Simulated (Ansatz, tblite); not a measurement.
Removing and adding an electron: BF₃. The state is a singlet with charge 0. Geometry: PBE-D4/def2-TZVP. Ansatz, gas phase; energy differences of separate SCF runs; the oxidised species was run as a doublet alone; the reduced species was run as a doublet alone.

Cartesian coordinates in Å:
```
B 0.0000 0.0000 0.0000
F -0.9539 0.7833 0.4838
F 1.1003 -0.2183 0.7065
F -0.1464 -0.5650 -1.1903
```

The xTB rows come from tblite. B3LYP takes the VWN-RPA correlation. Correlated methods freeze 4 core orbitals. In CCSD on the charge 1 doublet the largest single amplitude is 0.56, so its Hartree–Fock determinant may place the open shell otherwise than the density functionals do.

**Question.** Estimate orbital energies and vertical ionisation energies and electron affinities at: GFN1-xTB; GFN2-xTB; HF/def2-TZVPD; PBE-D4/def2-TZVP; PBE-D4/def2-TZVPD; r2SCAN-D4/def2-TZVPD; B97M-V/def2-TZVP; r2SCANh-D4/def2-TZVP; B3LYP-D4/def2-TZVP; PBE0-D4/def2-TZVP; PBE0-D4/def2-TZVPD; PBE-QIDH/def2-TZVP; MP2/def2-TZVPD; CCSD/def2-TZVPD; CCSD/def2-TZVPP; CCSD(T)/def2-TZVPP.

**Answer.** 
```json
{"level": "GFN1-xTB", "−HOMO (eV)": "15.56", "vertical IE (eV)": "20.42", "−LUMO (eV)": "6.71", "vertical EA (eV)": "1.50", "HOMO–LUMO gap (eV)": "8.85", "IE − EA (eV)": "18.92", "remarks": "–"}
{"level": "GFN2-xTB", "−HOMO (eV)": "15.06", "vertical IE (eV)": "19.52", "−LUMO (eV)": "7.20", "vertical EA (eV)": "1.78", "HOMO–LUMO gap (eV)": "7.86", "IE − EA (eV)": "17.74", "remarks": "–"}
{"level": "HF/def2-TZVPD", "−HOMO (eV)": "–", "vertical IE (eV)": "–", "−LUMO (eV)": "–", "vertical EA (eV)": "-1.12", "HOMO–LUMO gap (eV)": "–", "IE − EA (eV)": "–", "remarks": "HOMO above zero (-1 doublet)"}
{"level": "PBE-D4/def2-TZVP", "−HOMO (eV)": "10.01", "vertical IE (eV)": "14.43", "−LUMO (eV)": "0.52", "vertical EA (eV)": "–", "HOMO–LUMO gap (eV)": "9.48", "IE − EA (eV)": "–", "remarks": "–"}
{"level": "PBE-D4/def2-TZVPD", "−HOMO (eV)": "10.07", "vertical IE (eV)": "–", "−LUMO (eV)": "0.83", "vertical EA (eV)": "-0.57", "HOMO–LUMO gap (eV)": "9.24", "IE − EA (eV)": "–", "remarks": "HOMO above zero (-1 doublet)"}
{"level": "r2SCAN-D4/def2-TZVPD", "−HOMO (eV)": "10.59", "vertical IE (eV)": "–", "−LUMO (eV)": "0.18", "vertical EA (eV)": "-0.74", "HOMO–LUMO gap (eV)": "10.41", "IE − EA (eV)": "–", "remarks": "HOMO above zero (-1 doublet)"}
{"level": "B97M-V/def2-TZVP", "−HOMO (eV)": "10.70", "vertical IE (eV)": "14.84", "−LUMO (eV)": "0.11", "vertical EA (eV)": "–", "HOMO–LUMO gap (eV)": "10.59", "IE − EA (eV)": "–", "remarks": "–"}
{"level": "r2SCANh-D4/def2-TZVP", "−HOMO (eV)": "11.39", "vertical IE (eV)": "15.07", "−LUMO (eV)": "-0.43", "vertical EA (eV)": "–", "HOMO–LUMO gap (eV)": "11.82", "IE − EA (eV)": "–", "remarks": "–"}
{"level": "B3LYP-D4/def2-TZVP", "−HOMO (eV)": "11.91", "vertical IE (eV)": "15.22", "−LUMO (eV)": "0.01", "vertical EA (eV)": "–", "HOMO–LUMO gap (eV)": "11.91", "IE − EA (eV)": "–", "remarks": "–"}
{"level": "PBE0-D4/def2-TZVP", "−HOMO (eV)": "12.24", "vertical IE (eV)": "15.26", "−LUMO (eV)": "-0.40", "vertical EA (eV)": "–", "HOMO–LUMO gap (eV)": "12.64", "IE − EA (eV)": "–", "remarks": "–"}
{"level": "PBE0-D4/def2-TZVPD", "−HOMO (eV)": "12.28", "vertical IE (eV)": "–", "−LUMO (eV)": "0.20", "vertical EA (eV)": "-0.67", "HOMO–LUMO gap (eV)": "12.09", "IE − EA (eV)": "–", "remarks": "HOMO above zero (-1 doublet)"}
{"level": "PBE-QIDH/def2-TZVP", "−HOMO (eV)": "–", "vertical IE (eV)": "16.44", "−LUMO (eV)": "–", "vertical EA (eV)": "–", "HOMO–LUMO gap (eV)": "–", "IE − EA (eV)": "–", "remarks": "–"}
{"level": "MP2/def2-TZVPD", "−HOMO (eV)": "–", "vertical IE (eV)": "–", "−LUMO (eV)": "–", "vertical EA (eV)": "-0.90", "HOMO–LUMO gap (eV)": "–", "IE − EA (eV)": "–", "remarks": "HOMO above zero (-1 doublet)"}
{"level": "CCSD/def2-TZVPD", "−HOMO (eV)": "–", "vertical IE (eV)": "–", "−LUMO (eV)": "–", "vertical EA (eV)": "-0.88", "HOMO–LUMO gap (eV)": "–", "IE − EA (eV)": "–", "remarks": "HOMO above zero (-1 doublet)"}
{"level": "CCSD/def2-TZVPP", "−HOMO (eV)": "–", "vertical IE (eV)": "16.22", "−LUMO (eV)": "–", "vertical EA (eV)": "–", "HOMO–LUMO gap (eV)": "–", "IE − EA (eV)": "–", "remarks": "large T1 (0.086) (+1 doublet)"}
{"level": "CCSD(T)/def2-TZVPP", "−HOMO (eV)": "–", "vertical IE (eV)": "16.03", "−LUMO (eV)": "–", "vertical EA (eV)": "–", "HOMO–LUMO gap (eV)": "–", "IE − EA (eV)": "–", "remarks": "large T1 (0.086) (+1 doublet)"}
```

Relaxing the oxidised species (PBE-D4/def2-TZVP) changes its energy by 0.00 eV at PBE-D4/def2-TZVP, so the adiabatic ionisation energy to this nearest minimum is 14.43 eV. At PBE0-D4/def2-TZVP that geometry lies 0.00 eV above the vertical one, so it gives no adiabatic value.  Relaxing the reduced species (PBE-D4/def2-TZVPD) changes its energy by -0.19 eV at PBE-D4/def2-TZVPD, so the adiabatic electron affinity to this nearest minimum is -0.38 eV. At PBE0-D4/def2-TZVPD it is -0.53 eV. The highest occupied level of the relaxed charge -1 doublet lies above zero (up to 2.08 eV). By energy differences, losing it releases 0.38 eV (each at its own geometry, to the charge 0 singlet, at PBE-D4/def2-TZVPD).  Run but left out: HF/def2-TZVPP, MP2/def2-TZVPP (charge +1 doublet: a determinant that CCSD turns far, T1 0.086).   A HOMO above zero means that the electron is unbound at that level or that self-interaction error raises the level; the energy of removing that electron tells which. Raw xTB energy differences between charge states are shifted by several eV; the methods need an empirical correction for them. A negative affinity means that the extra electron isn't bound; its size then hangs on the basis.
